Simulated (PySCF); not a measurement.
Species: CH10BPSi2.
Numbering: `[SiH3:1][CH2:2][BH:3][PH:4][SiH3:5]` (hydrogens: H6, H7, H8 on Si1; H9, H10 on C2; H11 on B3; H12 on P4; H13, H14, H15 on Si5)

Level of theory: PySCF, PBE0-D3(BJ)/def2-SVP geometry optimisation, gas phase.

**Question.** List the bond lengths, angles and torsions at this level.

**Answer.** 
| bond | length (bohr) |
| --- | --- |
| Si1–C2 | 3.588 |
| C2–B3 | 2.927 |
| B3–P4 | 3.568 |
| P4–Si5 | 4.247 |
| Si1–H6, Si1–H7, Si1–H8 | 2.824 |
| C2–H9, C2–H10 | 2.083 |
| B3–H11 | 2.293 |
| P4–H12 | 2.695 |
| Si5–H13, Si5–H14, Si5–H15 | 2.823 |

Bonds in one row agree within 0.02 bohr and their mean is given. A selection of angles:
| angle | degrees |
| --- | --- |
| C2–Si1–H6 | 109.5 |
| C2–Si1–H8 | 110.8 |
| H6–Si1–H7 | 108.8 |
| Si1–C2–B3 | 108.1 |
| Si1–C2–H9 | 105.9 |
| B3–C2–H9 | 114.6 |
| B3–C2–H10 | 112.4 |
| H9–C2–H10 | 109.8 |
| C2–B3–P4 | 124.4 |
| C2–B3–H11 | 120.1 |
| P4–B3–H11 | 114.8 |
| B3–P4–Si5 | 99.5 |
| B3–P4–H12 | 103.1 |
| Si5–P4–H12 | 101.1 |
| P4–Si5–H13 | 108.8 |
| P4–Si5–H14 | 106.5 |
| P4–Si5–H15 | 114.3 |
| H13–Si5–H14 | 109.7 |
| H13–Si5–H15 | 108.4 |

Torsions: Si1–C2–B3–P4 -85° (synclinal); C2–B3–P4–Si5 -136° (anticlinal). The mirror-image conformer, all signs reversed, is as good.

P4 (three-coordinate phosphorus) is pyramidal (angles 103.1°, 101.1° and 99.5°, sum 303.7°, 0.80 Å off the plane of its three neighbours). Si1 (SiH3 silicon) is tetrahedral (angles from 108.7° to 110.8°). Si5 (SiH3 silicon) is distorted tetrahedral (angles from 106.5° to 114.3°). B3 (three-coordinate boron) is planar (angles 124.4°, 120.1° and 114.8°, sum 359.3°, 0.07 Å off the plane of its three neighbours).

Point group: C1 (no symmetry element, even within 0.4 Å). No frequency check. The numbers are those of one conformer.
